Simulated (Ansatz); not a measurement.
The same path of C3H6OSi (11 atoms, charge 0, multiplicity 1) was run twice with different band settings. The coordinate that changes most is the dihedral H6–C1–O2–C3.

Computed with Ansatz, RKS PBE-D4/6-31G*.

Relaxed end points:

```xyz
11
Properties=species:S:1:pos:R:3
C 0.157 -1.889 1.707
O 1.021 -1.471 0.613
C 0.590 -0.435 -0.049
C 0.213 0.542 -0.697
Si -0.325 1.980 -1.658
H 0.057 -1.072 2.440
H 0.656 -2.756 2.160
H -0.834 -2.173 1.316
H -1.620 2.506 -1.111
H 0.689 3.086 -1.600
H -0.539 1.624 -3.100
```

```xyz
11
Properties=species:S:1:pos:R:3
C 0.110 -1.952 1.637
O 1.048 -1.438 0.650
C 0.617 -0.401 -0.012
C 0.241 0.579 -0.656
Si -0.290 2.030 -1.601
H -0.821 -2.274 1.140
H -0.109 -1.175 2.388
H 0.615 -2.809 2.103
H -1.258 2.850 -0.798
H 0.886 2.896 -1.949
H -0.972 1.639 -2.881
```

Common settings: movable images 7; climbing image yes; spring 5.0 eV/Å²; start path through a guess of the saddle point; force threshold 0.05 eV/Å; iteration limit 60; end points relaxed.

| run | optimiser | largest step |
| --- | --- | --- |
| 1 | quadratic models (default) | default |
| 2 | fire | 0.5 Å |

Task: What does each run give, and how far can it be trusted?

Result: Run 1: converged after 9 iterations, highest image 0.053 eV above the first end. A vibrational analysis at the climbing image gives one clearly imaginary mode, 149i cm⁻¹: a first-order saddle point.
Run 2: converged after 50 iterations, highest image 0.052 eV above the first end. Another band between the same ends (7 images) ends at a top of the same energy, where a vibrational analysis finds 1 clearly imaginary mode.
